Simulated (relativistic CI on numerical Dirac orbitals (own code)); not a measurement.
L2,3 absorption of manganese in several valence states

Computed multiplet spectra 2p⁶3dⁿ → 2p⁵3dⁿ⁺¹ (Dirac-Coulomb-Breit ions, Slater integrals scaled by 0.7, an assumed crystal field that grows with the charge, no charge transfer; 300 K; Lorentzian 0.4 eV and Gaussian 0.3 eV FWHM at both edges, so that L2 comes out sharper than in experiment). Peaks over 5 % are given in eV from the highest peak in the L3 region of each spectrum (height, largest 100). S of the lowest state is read from ⟨S²⟩, and the branching ratio is the share of L3, cut at the minimum between the edges.

Field parameters in Wybourne normalisation: Oh B⁴₀ = 21Dq, B⁴₄ = √(5/14) B⁴₀. The field is a parameter set, without covalency.

- Mn2+ (d5, Oh, 10Dq = 8550 cm⁻¹): S = 2.50, high spin, branching ratio 0.75; peaks -1.2 (28), 0.0 (100), 1.2 (30), 3.0 (10), 9.7 (16), 11.1 (21), 11.8 (20)
- Mn3+ (d4, Oh, 10Dq = 11050 cm⁻¹): S = 2.00, high spin, branching ratio 0.65; peaks -3.6 (6), -1.4 (42), -0.9 (47), 0.0 (100), 6.9 (20), 8.1 (32), 8.9 (25), 11.3 (43), 13.7 (5)
- Mn4+ (d3, Oh, 10Dq = 13550 cm⁻¹): S = 1.50, branching ratio 0.60; peaks -1.6 (52), 0.0 (100), 0.8 (91), 2.6 (24), 3.9 (13), 7.6 (24), 8.8 (80), 10.2 (41), 11.1 (63)
- Mn5+ (d2, Oh, 10Dq = 16050 cm⁻¹): S = 1.00, branching ratio 0.60; peaks -5.0 (5), -4.5 (6), -2.1 (24), 0.0 (100), 1.8 (35), 2.7 (19), 4.2 (8), 5.2 (16), 5.9 (14), 7.3 (19), 8.8 (47), 10.2 (43), 11.1 (50), 13.0 (6)

The centroid of the whole edge, which also moves with the branching ratio, lies at 645.1 (Mn2+), 648.3 (Mn3+), 652.5 (Mn4+), 657.0 (Mn5+) eV in this ionic model, in steps of 3.2 to 4.5 eV. Compounds show about 1 to 2 eV a unit and lower energies for the high valences, since ligands screen the charge. The multiplet shape follows the d count and the spin state, and so serves as a fingerprint of valence.
